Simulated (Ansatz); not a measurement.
CH$_{6}$GeOS (`C[S][GeH2][OH]`), relaxed with RKS PBE-D4/def2-SVP in the Gaussian-basis code of Ansatz from a rough embedded geometry. The force threshold is 0.03 eV/Å; the program also tests the step.

The species carries charge 0 and has multiplicity 1.

Start:

```xyz
10

C     0.012    0.989   -1.376
S    -0.782    1.485    0.145
Ge   -0.025   -0.282    1.201
O    -0.671   -1.861    0.482
H    -0.382    0.049   -1.791
H     1.131    0.977   -1.305
H    -0.198    1.785   -2.178
H    -0.410   -0.275    2.697
H     1.581   -0.340    1.130
H    -0.256   -2.528    0.996
```

```tsv
step	energy (eV)	largest force (eV/Å)	largest move (Å)
1	-70506.3421	2.599	0.000
2	-70506.4957	0.810	0.193
3	-70506.5757	0.591	0.078
4	-70506.5942	0.259	0.087
5	-70506.5978	0.352	0.126
6	-70506.6020	0.500	0.069
7	-70506.6113	0.145	0.154
8	-70506.6159	0.129	0.129
9	-70506.6162	0.379	0.087
10	-70506.6208	0.074	0.200
11	-70506.6228	0.047	0.035
12 (rejected)	-70506.6199	0.179	0.067
13	-70506.6238	0.048	0.034
14	-70506.6242	0.040	0.042
15 (rejected)	-70506.6241	0.112	0.023
16	-70506.6244	0.013	0.011
```

End:

```xyz
10

C     0.016    0.928   -1.429
S    -0.554    1.515    0.216
Ge    0.013   -0.284    1.409
O    -0.736   -1.751    0.662
H    -0.374   -0.089   -1.630
H     1.121    0.936   -1.508
H    -0.402    1.625   -2.180
H    -0.593   -0.090    2.818
H     1.557   -0.506    1.419
H    -0.048   -2.285    0.223
```

Run time 35 s (4 threads of an Arm Neoverse N1 on a shared host); peak host memory 0.16 GiB.
